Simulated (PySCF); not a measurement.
Bi(H)2(TeH) (BiH3Te), SMILES [TeH][BiH2]. Atoms are numbered in the order given.

```xyz
5

Bi     0.0314    -1.1056     0.0000
H     -1.2393    -1.2328     1.2667
H     -1.2393    -1.2328    -1.2667
Te    -0.0338     1.7773     0.0000
H      1.6295     1.8083     0.0000
```
Charge 0, spin multiplicity 1.

Geometry: B3LYP-D3(BJ)/def2-TZVP. The def2 effective core potentials stand for the cores of Bi, Te; spin–orbit coupling is left out.

Calculation: B3LYP-D3(BJ)/def2-TZVP run with PySCF.

Frequencies are harmonic and unscaled.

```tsv
mode	ν (cm⁻¹)	IR (km/mol)	moving atoms (share of kinetic energy)
1	70	1.4	H 99 %
2	155	2.9	Te 62 %, Bi 38 %
3	448	32.8	H 99 %
4	506	0.6	H 100 %
5	599	8.1	H 99 %
6	780	23.2	H 100 %
7	1790	198.9	H 100 %
8	1792	196.4	H 100 %
9	2111	43.9	H 99 %
```
